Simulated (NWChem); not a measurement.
Molecule: SiCl₃, doublet; SMILES Cl[Si](Cl)Cl

Computed with NWChem. Spin-unrestricted. In the optimisation the excess spin sits in a (C3, its own frame). All runs use the structure optimised with PBE0/def2-SVP, spin-unrestricted. No stability test was run on the SCF state. Level: PBE/def2-SVP with SMD (1 M gas to 1 M solution), gas-phase geometry. Reactions with the solvent are ignored.

```json
[
 {"solvent": "water", "dielectric constant": "78.4", "solvation free energy (kcal/mol)": "0.6", "cavity-dispersion-structure term (kcal/mol)": "1.1", "dipole in solution (D)": "0.74"},
 {"solvent": "dimethyl sulfoxide", "dielectric constant": "46.8", "solvation free energy (kcal/mol)": "-2.1", "cavity-dispersion-structure term (kcal/mol)": "-1.6", "dipole in solution (D)": "0.74"},
 {"solvent": "cyclohexane", "dielectric constant": "2.02", "solvation free energy (kcal/mol)": "-3.1", "cavity-dispersion-structure term (kcal/mol)": "___", "dipole in solution (D)": "___"},
 {"solvent": "cyclohexanone", "dielectric constant": "15.6", "solvation free energy (kcal/mol)": "-2.7", "cavity-dispersion-structure term (kcal/mol)": "-2.3", "dipole in solution (D)": "0.73"},
 {"solvent": "N,N-dimethylformamide", "dielectric constant": "37.2", "solvation free energy (kcal/mol)": "-2.7", "cavity-dispersion-structure term (kcal/mol)": "-2.2", "dipole in solution (D)": "0.73"}
]
```

Problem. What belongs in the gaps?

Solution. 
- cyclohexane, cavity-dispersion-structure term (kcal/mol): -2.9
- cyclohexane, dipole in solution (D): 0.64
